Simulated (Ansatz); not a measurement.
Ansatz (an electronic-structure program) input (B3LYP-D3(BJ)/def2-TZVP):

Ansatz 0.2 input:
```yaml
crystal:
  periodic: [false, false, false]
  atoms:
    - {symbol: C, position_ang: [-0.80873505, 1.87156639, -0.66619358]}
    - {symbol: Ge, position_ang: [-0.06650112, 0.41104068, 0.25620007]}
    - {symbol: C, position_ang: [1.64201313, -0.30928085, -0.52945642]}
    - {symbol: C, position_ang: [-1.23719081, -1.22521220, 0.34307407]}
    - {symbol: Cl, position_ang: [0.64400511, 0.37009022, 2.56261418]}
    - {symbol: H, position_ang: [-1.74020899, 2.21520890, -0.20177950]}
    - {symbol: H, position_ang: [-0.12298829, 2.72633571, -0.69155425]}
    - {symbol: H, position_ang: [2.08902218, -1.05978788, 0.11590287]}
    - {symbol: H, position_ang: [1.43259581, -0.76572526, -1.49469733]}
    - {symbol: H, position_ang: [2.37224507, 0.48126483, -0.68387501]}
    - {symbol: H, position_ang: [-1.35201992, -1.64174962, -0.65549405]}
    - {symbol: H, position_ang: [-2.22756976, -0.98589774, 0.72245116]}
    - {symbol: H, position_ang: [-0.80512013, -1.98683067, 0.98565357]}
basis:
  gaussian:
    orbitals: def2-TZVP
hamiltonian:
  xc: b3lyp
  dispersion: d3bj
total_charge: -1
relax: {f_tol: 0.002, max_steps: 150}
```

End of the output:

```
Total energy: -72288.25040391 eV, -2656.5442036076 hartree
Atom 0 at    -0.780209     1.822530    -0.620802 Å, force     0.000223    -0.000826     0.000081 eV/Å
Atom 1 at    -0.062349     0.339957     0.193161 Å, force    -0.000451     0.000723    -0.000393 eV/Å
Atom 2 at     1.673446    -0.278273    -0.536680 Å, force     0.000101     0.000536     0.000166 eV/Å
Atom 3 at    -1.278214    -1.216365     0.358627 Å, force    -0.000362     0.000444     0.000113 eV/Å
Atom 4 at     0.660482     0.304630     2.540598 Å, force    -0.000001     0.000154    -0.000405 eV/Å
Atom 5 at    -1.761614     2.137106    -0.267140 Å, force     0.000474    -0.000113     0.000239 eV/Å
Atom 6 at    -0.104001     2.663892    -0.769282 Å, force    -0.000221    -0.000342     0.000083 eV/Å
Atom 7 at     2.080869    -1.069112     0.092543 Å, force     0.000210    -0.000164    -0.000183 eV/Å
Atom 8 at     1.544222    -0.646602    -1.556628 Å, force    -0.000057     0.000137     0.000072 eV/Å
Atom 9 at     2.378845     0.553761    -0.551721 Å, force     0.000010    -0.000248     0.000329 eV/Å
Atom 10 at    -1.515612    -1.616420    -0.629419 Å, force    -0.000088    -0.000132    -0.000045 eV/Å
Atom 11 at    -2.205064    -0.904173     0.841913 Å, force     0.000252    -0.000084     0.000081 eV/Å
Atom 12 at    -0.811253    -1.989908     0.967676 Å, force    -0.000091    -0.000085    -0.000138 eV/Å
Dipole moment:     0.106934    -0.556811    -0.230713 e Å
```

It need not be the lowest isomer of its formula. Whether it binds its extra electron was not tested at this geometry.
